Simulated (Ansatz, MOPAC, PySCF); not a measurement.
Bond stretch in SeNa (cation, charge +1), lowest singlet found (which spin is the ground state isn't settled by this scan).

Levels of theory: RKS-B3LYP/6-31G* = PySCF with restricted B3LYP/6-31G*, spherical d; RKS-B3LYP/LANL2DZ = restricted B3LYP/LANL2DZ, with its core potentials past Ne (PySCF); PM3, restricted, heats of formation (MOPAC); FCI = full CI/aug-cc-pVDZ, cores with 3d frozen in Ansatz (a program for electronic structure).

Energies relative to the lowest point of each curve between 2.51 and 3.86 Å, where full CI is lowest, in kJ/mol; the last columns give the difference from FCI:

| R / Å | RKS-B3LYP/6-31G* | RKS-B3LYP/LANL2DZ | PM3 | FCI | RKS-B3LYP/6-31G* − FCI | RKS-B3LYP/LANL2DZ − FCI | PM3 − FCI |
|---|---|---|---|---|---|---|---|
| 2.06 | 217.1 | 300.5 | 165.6 | 255.9 | -38.8 | 44.6 | -90.4 |
| 2.25 | 101.0 | 153.5 | 115.6 | 124.8 | -23.9 | 28.7 | -9.3 |
| 2.39 | 53.4 | 90.0 | 84.8 | 69.2 | -15.8 | 20.8 | 15.6 |
| 2.51 | 28.3 | 54.5 | 62.8 | 39.1 | -10.8 | 15.3 | 23.7 |
| 2.60 | 16.1 | 36.0 | 49.1 | 24.0 | -7.9 | 11.9 | 25.1 |
| 2.72 | 6.2 | 19.1 | 34.4 | 11.0 | -4.8 | 8.1 | 23.3 |
| 2.81 | 2.2 | 10.9 | 25.6 | 5.2 | -3.0 | 5.7 | 20.4 |
| 2.87 | 0.8 | 7.0 | 20.8 | 2.7 | -1.9 | 4.3 | 18.1 |
| 2.97 | 0.0 | 2.8 | 14.2 | 0.4 | -0.4 | 2.4 | 13.8 |
| 3.11 | 1.4 | 0.2 | 7.6 | 0.0 | 1.4 | 0.2 | 7.6 |
| 3.22 | 3.8 | 0.0 | 4.2 | 1.2 | 2.6 | -1.2 | 3.0 |
| 3.41 | 9.3 | 2.0 | 0.9 | 5.1 | 4.2 | -3.1 | -4.1 |
| 3.62 | 16.2 | 5.9 | 0.0 | 10.5 | 5.7 | -4.5 | -10.5 |
| 3.86 | 23.7 | 11.1 | 0.6 | 16.8 | 7.0 | -5.7 | -16.1 |
| 4.14 | 31.4 | 16.8 | 2.0 | 23.4 | 8.0 | -6.6 | -21.4 |
| 4.56 | 40.2 | 24.0 | 3.4 | 31.2 | 9.0 | -7.3 | -27.9 |
| 5.10 | 47.2 | 30.2 | 3.1 | 37.9 | 9.3 | -7.7 | -34.8 |
| 5.65 | 51.4 | 34.1 | 1.7 | 42.1 | 9.3 | -8.0 | -40.4 |
| 6.24 | 54.1 | 36.5 | 0.3 | 44.8 | 9.3 | -8.3 | -44.5 |
| 7.18 | 56.6 | 38.7 | -0.8 | 47.3 | 9.3 | -8.6 | -48.1 |
| 8.22 | 57.9 | 40.1 | -1.0 | 48.7 | 9.2 | -8.7 | -49.7 |
| 9.77 | 58.9 | 41.0 | -0.7 | 49.8 | 9.1 | -8.8 | -50.6 |

RKS-B3LYP/6-31G* is furthest from FCI at 2.06 (-38.8 kJ/mol, below); its mean absolute difference over the points is 9.1 kJ/mol.

RKS-B3LYP/LANL2DZ is furthest from FCI at 2.06 (44.6 kJ/mol, above); its mean absolute difference over the points is 10.0 kJ/mol.

PM3 is furthest from FCI at 2.06 (-90.4 kJ/mol, below); its mean absolute difference over the points is 27.2 kJ/mol.

The restricted form behind RKS-B3LYP/6-31G*, RKS-B3LYP/LANL2DZ, PM3 keeps the bonding electrons paired and can't separate into open-shell fragments. Also computed but left out beside FCI, since their determinant holds another spin at the minimum (<S²> over 0.7 above the pure value): UHF, UMP2, UCCSD, UCCSD(T), UKS-PBE, UKS-BLYP, UKS-B3LYP/6-31G*, UKS-M06-2X/6-31G*, UKS-B3LYP/LANL2DZ, UKS-B3LYP/3-21G.
